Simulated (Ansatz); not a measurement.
The first iterations of a band of CH$_{4}$BNO (8 atoms, charge 0, multiplicity 1).

Theory: Ansatz 0.2.0, RKS B3LYP-D4/6-31G*.

* movable images: 7
* climbing image: yes
* spring: 20.0 eV/Å²
* optimiser: quadratic models (default)
* start path: IDPP
* force threshold: 0.03 eV/Å
* iteration limit: 60
* end points: relaxed

First end point:

```xyz
8
Properties=species:S:1:pos:R:3
N -0.878 1.213 -0.284
B -0.092 0.071 -0.190
C 0.769 -0.979 0.484
O 0.381 -0.918 -0.983
H -1.290 1.521 -1.154
H -1.085 1.802 0.508
H 0.353 -1.853 0.986
H 1.842 -0.857 0.634
```

Last end point:

```xyz
8
Properties=species:S:1:pos:R:3
N -0.878 1.213 -0.283
B -0.092 0.071 -0.191
C 0.769 -0.979 0.484
O 0.381 -0.918 -0.984
H -1.085 1.802 0.508
H -1.290 1.522 -1.153
H 0.353 -1.854 0.985
H 1.842 -0.858 0.633
```

| iteration | highest image above the first end (eV) | largest band force component (eV/Å) |
| --- | --- | --- |
| 1 | 0.872 | 1.303 |
| 2 | 0.828 | 0.619 |
| 3 | 0.811 | 0.191 |
| 4 | 0.807 | 0.151 |

Q: Does the band converge within its limit, and where does its top end?

A: The run converged. It ended after 14 iterations with the highest image 0.697 eV above the first end. Another band between the same ends (7 images) ends at a top of the same energy, where a vibrational analysis finds 1 clearly imaginary mode.

Run time: 4.9 min on 1 thread of Intel(R) Xeon(R) Processor @ 2.70GHz, on a shared host, peak memory 0.14 GiB.
